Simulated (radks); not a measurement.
Values are calculated unless marked as measured or tabulated.
Problem. Coherent X-ray form factor from a spherical all-electron density. Level of theory: scalar-relativistic Kohn-Sham, PBE, spin-unpolarised, spherical densities, point nucleus (a radial shooting solver on a logarithmic mesh with Libxc functionals).

sin(theta)/lambda (1/angstrom)  f0 (electrons)
0.05                                     6.932
0.1                                      6.736
0.15                                     6.428
0.2                                      6.034
0.25                                     5.583
0.3                                      5.106
0.4                                      4.169
0.5                                      3.364
0.6                                      2.739
0.8                                      1.975
1                                        1.613
1.25                                     1.386
1.5                                      1.228
2                                        0.941

The species is in the configuration that NIST lists as its ground one. Which atom or ion scatters so?

Solution. The neon ion Ne3+, [He] 2s2 2p3. Extrapolating in s^2 from the first two rows gives f0(0) = 7.0, near the electron count 7; among species with that count, the fall with angle is slower the higher Z, and the table is that of Z = 10; from so few rows the species is fixed only to a neighbour or two.
